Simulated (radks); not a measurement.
Spherical jellium clusters: N electrons in a uniform positive sphere of charge N and radius rs N^(1/3), rs = 4.03 bohr. Level of theory: non-relativistic Kohn-Sham, exchange-only LDA, spin-polarised, spherical densities (a radial shooting solver with Libxc functionals). Levels are named by radial order and angular momentum (1s, 1p, 1d, 2s, ...), and open shells are averaged over m. Each electron was tried in the lowest free levels, single moves between levels near the top were tried too, and the lowest total energy was kept; such a search can miss a lower state. Energies include the self-energy of the background; IP and EA are vertical (highest electron removed, lowest free level filled), at fixed background; spill-out counts the electrons outside the background radius R, and alpha is the static dipole polarisability from linear response (closed shells only). A dash means not computed or, for alpha, an open shell; in EA it means that no bound solution was reached, which is typical of self-interaction and does not show that the anion is unstable. Real open-shell clusters deform, which this model forbids.

N	open shells	2S	E(N+1) + E(N-1) - 2E(N) (eV)	EA (eV)	-e(HOMO) (eV)
1	1s(up 1, down 0)	1	-	-	2.595
2	none	0	0.614	-	2.453
3	1p(up 1, down 0)	1	-0.669	-	1.630
4	1p(up 2, down 0)	2	-0.477	-	2.159
5	1p(up 3, down 0)	3	0.870	-	2.501
6	1p(up 3, down 1)	2	-0.539	-	1.775
7	1p(up 3, down 2)	1	-0.364	-	2.190
8	none	0	1.061	-	2.478
9	1d(up 1, down 0)	1	-0.303	-	1.484
10	1d(up 2, down 0)	2	-0.256	-	1.774
11	1d(up 3, down 0)	3	-0.218	-	2.005
12	1d(up 4, down 0)	4	-0.187	-	2.194
13	1d(up 5, down 0)	5	0.455	-	2.353
14	1d(up 5, down 0) 2s(up 1, down 0)	6	0.243	-	1.997
15	1d(up 5, down 1) 2s(up 1, down 0)	5	-0.248	-	1.758
16	1d(up 5, down 2) 2s(up 1, down 0)	4	-0.241	-	1.968
17	1d(up 5, down 4)	1	-0.221	1.124	2.202
18	none	0	0.064	1.096	2.339
19	2s(up 1, down 0)	1	0.356	-	2.295
20	none	0	0.353	-	2.022
21	1f(up 1, down 0)	1	-0.151	-	1.639
22	1f(up 2, down 0)	2	-0.136	-	1.779
23	1f(up 3, down 0)	3	-0.124	-	1.903
24	1f(up 4, down 0)	4	-0.114	1.030	2.015
25	1f(up 5, down 0)	5	-0.105	1.136	2.116
26	1f(up 6, down 0)	6	-0.097	1.233	2.208
27	1f(up 7, down 0)	7	0.632	-	2.292
28	1f(up 7, down 0) 2p(up 1, down 0)	8	-0.099	-	1.720
29	1f(up 7, down 0) 2p(up 2, down 0)	9	-0.080	0.960	1.849
30	1f(up 7, down 0) 2p(up 3, down 0)	10	0.034	-	1.954
31	1f(up 7, down 1) 2p(up 3, down 0)	9	-0.536	1.028	1.932
32	1f(up 7, down 5)	2	0.151	1.172	2.088
33	1f(up 7, down 6)	1	-0.084	1.261	2.172
34	none	0	0.272	1.020	2.249
35	2p(up 1, down 0)	1	-0.080	1.127	2.000
36	2p(up 2, down 0)	2	-0.063	1.215	2.088
37	2p(up 3, down 0)	3	0.422	0.838	2.159
38	2p(up 3, down 1)	2	-0.091	0.968	1.791
39	2p(up 3, down 2)	1	-0.076	1.078	1.902
40	none	0	0.117	0.954	1.998
41	1g(up 1, down 0)	1	-0.081	1.028	1.876
42	1g(up 2, down 0)	2	-	1.098	1.943

All shells are closed at N = 2, 8, 18, 20, 34, 40 (there: 1s2 1p6 1d10 2s2 1f14 2p6); the second difference of the energy has clear peaks (12 % above both neighbours; the first and last values, which can be the largest, are not judged, and half-filled shells can peak too) at N = 5, 8, 13, 27, 30, 32, 34, 37, 40.
